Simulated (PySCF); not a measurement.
# Bond lengths and vibrations by method: FH3Si2

All numbers below are calculated, not measured. The program is PySCF 2.14.0, an open-source quantum chemistry code, run on an isolated molecule that a program drew, which may never have been made. The molecule is FH3Si2 (charge 0, singlet), drawn as the SMILES string `F[Si][SiH3]`.

The geometry was optimised and harmonic frequencies were computed with HF and MP2, all in the cc-pV(D+d)Z basis, for the commonest isotopes, with a restricted reference for singlets and an unrestricted one otherwise, and a frozen core in MP2. Each result is a local minimum of its method.

Geometry at the HF minimum:
```xyz
6
FH3Si2, angstrom
F    -2.1771   -3.4191   -1.7308
Si   -1.3498   -2.4971   -2.8003
Si   -1.4905   -0.4412   -1.4791
H    -0.8507   -0.6490   -0.1540
H    -0.8115    0.6928   -2.1568
H    -2.9157   -0.0774   -1.2669
```

Lengths of the bonds as drawn, in Å (atoms numbered as above):
| bond | HF | MP2 |
|---|---|---|
| F1-Si2 | 1.637 | 1.655 |
| Si2-Si3 | 2.448 | 2.447 |
| Si3-H4 | 1.486 | 1.489 |
| Si3-H5 | 1.485 | 1.487 |
| Si3-H6 | 1.486 | 1.489 |

Rotational constants, in GHz:
| constant | HF | MP2 |
|---|---|---|
| A | 15.99 | 15.63 |
| B | 3.646 | 3.659 |
| C | 3.075 | 3.071 |

Harmonic frequencies in cm^-1, each column in rising order, so a row needn't be the same motion in every method:
| rank | HF | MP2 |
|---|---|---|
| 1 | 70 | 72 |
| 2 | 173 | 156 |
| 3 | 401 | 356 |
| 4 | 402 | 388 |
| 5 | 544 | 499 |
| 6 | 840 | ? |
| 7 | 963 | 898 |
| 8 | 1010 | 961 |
| 9 | 1022 | 973 |
| 10 | 2284 | 2244 |
| 11 | 2286 | 2257 |
| 12 | 2290 | 2266 |

**Estimate the missing MP2 frequency from the HF column.**

A single factor s that minimises the squared misfit of MP2 against s times HF over the other rows is sum(HF x MP2) / sum(HF^2) = 0.9780, with an rms misfit of 26 cm^-1. For rank 6 it gives 0.9780 x 840 = 822 cm^-1. The calculation gives 817 cm^-1, 5 cm^-1 below the estimate. The drawn bonds are on average 0.3 % longer in MP2 than in HF.
